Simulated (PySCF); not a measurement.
**SbS: frontier orbitals**

revPBE at R = 2.238 Å; Sb def2-SVPD with ECP28, S def2-SVPD; scalar-relativistic core potentials (PySCF 2.14). State: ²Π (doublet), unpaired electrons π ↑. Only the outer orbitals are listed, counted within each symmetry, core potentials removing the inner ones.

```
spin  orbital  occ.  ε (eV)  on Sb (%)           main shells (%)
   α       7σ     1  -17.62         20           76 S s, 18 Sb s
   α       8σ     1  -12.93         70    67 Sb s, 21 S s, 9 S p
   α       9σ     1   -7.77         44  54 S p, 34 Sb p, 10 Sb s
   α       4π     1   -7.20         31           68 S p, 30 Sb p
   α       4π     1   -7.11         32           66 S p, 32 Sb p
   α       5π     1   -4.48         67           64 Sb p, 32 S p
   α       5π     0   -4.45         68           65 Sb p, 31 S p
   α      10σ     0   -1.22         59   36 Sb p, 20 S s, 19 S p
   α      11σ     0    0.04        104                   99 Sb s
   β       7σ     1  -17.45         19           77 S s, 16 Sb s
   β       8σ     1  -12.48         70   68 Sb s, 20 S s, 10 S p
   β       9σ     1   -7.55         45  54 S p, 32 Sb p, 12 Sb s
   β       4π     1   -7.11         26           73 S p, 25 Sb p
   β       4π     1   -6.59         23           76 S p, 22 Sb p
   β       5π     0   -4.18         72           69 Sb p, 26 S p
   β       5π     0   -3.50         74           70 Sb p, 23 S p
   β      10σ     0   -1.00         58   34 Sb p, 23 S s, 17 S p
```

Question: Which are the highest filled and the lowest empty level, where do they sit, and how wide is the gap?

Answer: Highest filled α 5π at -4.48 eV (in %: 64 Sb p, 32 S p); lowest empty α 5π at -4.45 eV (in %: 65 Sb p, 31 S p); the gap at revPBE is 0.03 eV. Both belong to one degenerate shell, split only by its one-sided filling, so this is no excitation gap.

```
bond order (Mayer)                              : 2.14
⟨S²⟩                                            : 0.755
charge on Sb (Mulliken, basis-dependent)        : 0.53
charge on Sb (Löwdin, basis-dependent)          : 0.43
dipole moment (positive dipole means Sb(−)S(+)) : -2.36 D
```

Shares are Mulliken populations and can fall outside 0 to 100 %.

Spin–orbit coupling is left out. The state is the lowest determinant that a PBE0 search found; another state may lie lower at other levels.
